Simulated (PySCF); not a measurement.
Si(F)(vinyl)(OH)2 (C₂H₅FO₂Si), SMILES C=C[Si](O)(O)F. The structure is a stationary point at B3LYP-D3(BJ)/def2-SVP. One conformer was computed; it need not be the lowest.

Computed equilibrium geometry at B3LYP-D3(BJ)/def2-SVP (PySCF confirms it by a frequency run) as a Z-matrix (one conformer of several):
```
Si
F 1 1.6307
O 1 1.6443 2 109.60
H 3 0.9648 1 117.29 2 -68.69
O 1 1.6562 2 106.55 3 -118.26
H 5 0.9642 1 116.99 2 -31.41
C 1 1.8441 2 109.19 5 -122.12
C 7 1.3400 1 121.47 2 120.08
H 8 1.0954 7 121.20 1 0.46
H 8 1.0956 9 116.44 7 -179.62
H 7 1.0972 8 118.93 9 -179.56
```
